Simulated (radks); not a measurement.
Spherical quantum dot in the effective-mass picture: electrons in a parabolic well V = omega^2 r^2 / 2 with omega = 2.41, all in effective atomic units (hartree* = m*/eps^2 hartree, bohr* = eps/m* bohr), one dielectric constant everywhere. Calculated with a radial shooting solver with Libxc functionals: non-relativistic Kohn-Sham, PBEsol, spin-polarised, spherical densities. Levels are named by radial order and angular momentum (1s, 1p, 1d, 2s, ...), and open shells are averaged over m. Results are scaled to m* = 0.445 and eps = 13.8, for which hartree* = 63.58 meV and bohr* = 1.641 nm.

N = 28, configuration 1s2 1p6 1d10 2s2 1f(up 7, down 1). This is the lowest configuration that the search found. Occupied and some empty levels:

level,occupation,eigenvalue (meV),<r> (nm)
1s up,1,1463.8,1.661
1s down,1,1467.1,1.637
1p up,3,1543.6,2.118
1p down,3,1549.1,2.101
1d up,5,1630.7,2.443
1d down,5,1637.6,2.434
2s up,1,1643.5,2.158
2s down,1,1648.7,2.166
1f up,7,1724.8,2.699
1f down,1,1732.4,2.696
2p up,0,1746.6,2.421
2p down,0,1751.6,2.427
1g up,0,1825.4,2.915
1g down,0,1833.2,2.916
2d up,0,1854.3,2.669
2d down,0,1859.4,2.674

Energy (meV): total 30569.3, kinetic 4642.8, external 11761, Hartree 15490, exchange-correlation -1323.7.

Electron density:

r (nm),n(r) (e/nm^3)
0.0990,0.3286
0.472,0.2950
0.845,0.2487
1.22,0.2302
1.59,0.2439
1.96,0.2543
2.34,0.2256
2.71,0.1583
3.08,0.08441
3.46,0.03325
3.83,0.009687
4.20,0.002078
4.58,0.0003322
4.95,0.00003924
